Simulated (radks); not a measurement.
Problem. The mean radii <r> (bohr) of the occupied orbitals of an atom or ion are listed with their occupations. Calculated with a radial shooting solver on a logarithmic mesh with Libxc functionals: scalar-relativistic Kohn-Sham, OLYP, spin-polarised, spherical densities, point nucleus.

orbital  occ.      <r>
1s up       1  0.02972
1s down     1  0.02972
2s up       1   0.1285
2s down     1   0.1285
2p up       3   0.1122
2p down     3   0.1122
3s up       1   0.3484
3s down     1   0.3484
3p up       3   0.3469
3p down     3   0.3469
3d up       5   0.3239
3d down     5   0.3239
4s up       1   0.8476
4s down     1   0.8477
4p up       3   0.9210
4p down     3   0.9210
4d up       5    1.179
4d down     5    1.173
5s up       1    2.614
5s down     1    2.623
5p up       1    3.738

Name the element and its charge. Open shells, if any, are filled with parallel spins first.

Solution. Z = 49, indium, charge 0: In in [Kr] 4d10 5s2 5p1. The 1s radius gives Z: for a bare nucleus <r> = (2 gamma + 1)/(2Z) with gamma = sqrt(1 - (Z/c)^2), 0.02926 bohr for Z = 49, and screening makes it slightly larger (0.02972 here). The occupations add up to 49, and the charge is Z minus that.
